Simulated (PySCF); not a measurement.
F₄Zr (SMILES [F][Zr]([F])([F])[F]), singlet, at a GFN2-xTB geometry (such geometries of metal compounds can be far from the true shape) (core potentials on Zr). Base run: PySCF with DF-HF/def2-TZVP.

Input for PySCF:
```python
from pyscf import gto, scf

mol = gto.Mole()
mol.atom = '''
    Zr   -0.00000000    0.00000000    0.00000000
    F     1.17763810    0.86361362   -1.12373134
    F     0.92988717   -1.15466949    1.09429445
    F    -1.21942764   -0.95123912   -1.00178465
    F    -0.88809763    1.24229499    1.03122154
'''
mol.basis = 'def2-tzvp'
mol.ecp = {'Zr': 'def2-tzvp'}
mol.verbose = 4
mol.build()

mf = scf.RHF(mol)
mf = mf.density_fit(auxbasis='def2-universal-jkfit')
mf.kernel()
mf.analyze()
```

Each row names what was changed in the base input (with any setting that the change needs).

| change | ΔE vs base (mEh) | SCF cycles |
|---|---|---|
| base | 0.000 | 8 |
| level_shift = 0.5 (with mf.max_cycle = 100) | 0.000 | 13 |
| diis_space = 4 | 0.000 | 9 |
| init_guess = 1e | 0.000 | 12 |
| diis_space = 2 | 0.000 | 11 |
| solver = newton | 0.000 | - |
| diis = off (with mf.max_cycle = 100) | 0.000 | 38 |
| conv_tol_grad = 1e-3 | 0.000 | 8 |
| conv_tol = 1e-4 | 0.000 | 5 |
| diis = off; damp = 0.6 (with mf.diis_start_cycle = 200; with mf.max_cycle = 150) | 0.000 | 27 |
| solver = newton; init_guess = 1e | 0.000 | - |
| conv_tol = 1e-7 | 0.000 | 7 |
| init_guess = mod_huckel | 0.000 | 9 |
